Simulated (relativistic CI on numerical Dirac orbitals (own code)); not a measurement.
One change at a time: In XX

Base calculation: Dirac-Coulomb-Breit CI, KLI orbitals optimised for each configuration, a model potential for QED, unscaled Slater integrals.

Configuration list (outside the closed core [Ar] 3d10): 4s2, 4s.4p, 4p2, 4s.4d, 4d2, 4s.4f, 4p.4d, 4f2, 4p.4f, 4d.4f, 4s.5s, 4s.5p, 4s.5d, 4s.5f, 4s.5g, 4s.6s. Levels of other configurations are missing.

Variants: (1) valence Slater integrals scaled by 0.9; (2) non-relativistic limit; (3) one mean potential for all configurations. Shifts of the energy above 4s2 1S_0, in cm⁻¹, for the lowest level and the first level of each name with at least 55 % of one term (blank where a level changes its place among those of its configuration and J or its character, or is not in the variant):

```tsv
Level	Base	Δ(1)	Δ(2)	Δ(3)
4s2 1S_0	0	0	0	0
4s.4p 3P°_0	295543	+953	-15252	+65
4s.4p 3P°_1	312469	+264	-32178	+63
4s.4p 3P°_2	376618	+906	-96327	+62
4s.4p 1P°_1	465049	-7867	-82342	+43
4p2 3P_0	691513	-1802	-54721	+107
4p2 3P_1	751824	-306	-115033	+107
4p2 1D_2	754995	+514		+101
4p2 3P_2	831143	+510		+98
4p2 1S_0	893384	-6777	-175190	+102
4s.4d 3D_1	970019	-663	-104065	-10
4s.4d 3D_2	975327	-745	-109373	-9
4s.4d 3D_3	984847	-649	-118894	-9
4s.4d 1D_2	1051641	-8700	-118448	+9
4p.4d 3F°_2	1282430	+2342	-125262	+32
4p.4d 3F°_3	1318046	+1741	-160877	+31
4p.4d 3D°_1	1350703	-4059		+26
4p.4d 3F°_4	1373809	+2794	-216640	+32
4p.4d 3P°_0	1409906	-2512	-203046	+29
4p.4d 3D°_3	1411918	-2685	-197014	+21
4p.4d 3P°_1	1413359	-2735		+29
4p.4d 1F°_3	1451669	-3290	-189783	-16
```

At this charge energies of transitions that change n are usually good to better than 1 %, and those within a shell (Δn = 0) to a few per cent.

Ionisation energy from the two ground configurations alone: base 559.316 eV. The NIST ASD value (theoretical) is 560 eV.

LS names give the leading component of a level, which can be under half, so a name can repeat, a term be missing and a line seem to break the LS rules.
